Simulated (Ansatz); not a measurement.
Basis-set extrapolation for CH₇AlBNO (PBE0-D4/def2-TZVP geometry, frozen core, Ansatz). Multiplicity 1, RHF reference.

```tsv
	def2-TZVPP	def2-QZVPP
HF	-437.951962	-437.968614
MP2 correlation	-0.809188	-0.867073
CCSD(T) correlation	-0.884585	not run
```

Energies in hartree. Use E(X) = E(∞) + A·exp(−7.88·√X) for Hartree–Fock and E(X) = E(∞) + B·X^(−2.97) for correlation, with X = 3 and 4, and add CCSD(T) minus MP2 of the smaller set to the MP2 limit.

Q: What is the CCSD(T) energy at the basis-set limit?

A: HF limit: -437.968614 + (-0.016652) × 0.13774 = -437.97091. MP2 limit: -0.867073 + (-0.057885) × 0.74074 = -0.90995. Higher-order term: -0.884585 − (-0.809188) = -0.07540. Total: -438.95626 hartree, 314.3 kJ/mol below CCSD(T)/def2-TZVPP.
